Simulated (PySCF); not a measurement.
`CB[C@]12C[C@H]1[C@H]2F`, C5H8BF

Geometry:
```csv
atom,x (Å),y (Å),z (Å)
C1,2.268,-0.330,0.124
B2,0.832,-0.973,0.133
C3,-0.402,-0.152,-0.190
C4,-0.645,1.319,-0.484
C5,-1.469,0.644,0.549
C6,-1.861,-0.519,-0.266
F7,-2.546,-0.307,-1.436
H8,2.813,-0.685,-0.751
H9,2.275,0.756,0.085
H10,2.857,-0.644,0.983
H11,0.706,-2.121,0.344
H12,0.101,2.029,-0.153
H13,-1.112,1.580,-1.425
H14,-1.594,0.842,1.594
H15,-2.227,-1.432,0.191
```

Method: TDDFT CAM-B3LYP/def2-SVPD circular dichroism and optical rotation, one conformer, gas phase in PySCF 2.14.0. Geometry: GFN2-xTB.

The molecule is flexible and this is one conformer; a measurement averages over conformers.

Q: Draw the ECD and absorption spectra from the lowest 16 states, each a Gaussian of half-width 0.3 eV at 1/e height.

A: 
| E (eV) | λ (nm) | Δε (L mol⁻¹ cm⁻¹) | ε (L mol⁻¹ cm⁻¹) |
| --- | --- | --- | --- |
| 5.31 | 233 | -0.39 | 24.6 |
| 5.41 | 229 | -0.93 | 76.1 |
| 5.51 | 225 | -1.60 | 203 |
| 5.61 | 221 | -1.48 | 477 |
| 5.71 | 217 | +1.06 | 1010 |
| 5.81 | 213 | +6.98 | 1960 |
| 5.91 | 210 | +14.30 | 3540 |
| 6.01 | 206 | +17.80 | 5950 |
| 6.11 | 203 | +12.75 | 9120 |
| 6.21 | 200 | -0.03 | 12300 |
| 6.31 | 196 | -13.75 | 14200 |
| 6.41 | 193 | -21.10 | 13600 |
| 6.51 | 190 | -20.02 | 10600 |
| 6.61 | 187 | -13.90 | 6740 |
| 6.71 | 185 | -7.49 | 3450 |
| 6.81 | 182 | -3.38 | 1430 |
| 6.91 | 179 | -1.80 | 509 |
| 7.01 | 177 | -1.99 | 224 |
| 7.11 | 174 | -3.12 | 208 |
| 7.21 | 172 | -4.39 | 266 |
| 7.31 | 170 | -4.94 | 304 |
| 7.41 | 167 | -4.23 | 288 |
| 7.51 | 165 | -2.18 | 241 |
| 7.61 | 163 | +0.96 | 225 |
| 7.71 | 161 | +4.85 | 304 |
| 7.81 | 159 | +8.90 | 523 |
| 7.91 | 157 | +11.97 | 886 |
| 8.01 | 155 | +12.66 | 1340 |
| 8.11 | 153 | +10.09 | 1800 |
| 8.21 | 151 | +4.74 | 2210 |
| 8.31 | 149 | -1.43 | 2630 |
| 8.41 | 147 | -5.90 | 3150 |
| 8.51 | 146 | -7.15 | 3820 |
| 8.61 | 144 | -6.07 | 4530 |
| 8.71 | 142 | -5.89 | 5100 |
| 8.81 | 141 | -9.91 | 5420 |
| 8.91 | 139 | -18.49 | 5580 |
| 9.01 | 138 | -27.95 | 5710 |

Δε uses R in velocity form, ε uses f in length form. Only the states computed contribute, so the short-wavelength end is incomplete.
